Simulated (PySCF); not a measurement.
In(I)(OH)2, H2IInO2, SMILES [OH][In]([OH])[I], PBE0/def2-SVP optimised geometry.

```
6

In    -0.47    -0.12     0.00
I     -1.88    -2.36     0.00
O     -1.39     1.64     0.00
H     -0.74     2.36     0.00
O      1.52    -0.12     0.00
H      1.88    -1.01     0.00
```

Density from PySCF with PBE0/def2-TZVP, def2 effective core potentials past Kr at that geometry. The core electrons that the potentials of I, In replace are not part of the density.

Minimum of the electron density along straight lines between bonded atoms, close to the bond critical point (lines longer than 1.1 times the sum of covalent radii, or with two minima, are not listed):

```
bond    length / Å  ρ at the minimum / e bohr⁻³  ∇²ρ there / e bohr⁻⁵  position (fraction from the first atom)
------  ----------  ---------------------------  --------------------  ---------------------------------------
In1–I2       2.652                        0.067                  0.08                                     0.46
In1–O3       1.985                        0.116                  0.49                                     0.52
O3–H4        0.966                        0.355                 -2.36                                     0.80
In1–O5       1.991                        0.114                  0.49                                     0.52
O5–H6        0.965                        0.356                 -2.37                                     0.80
```
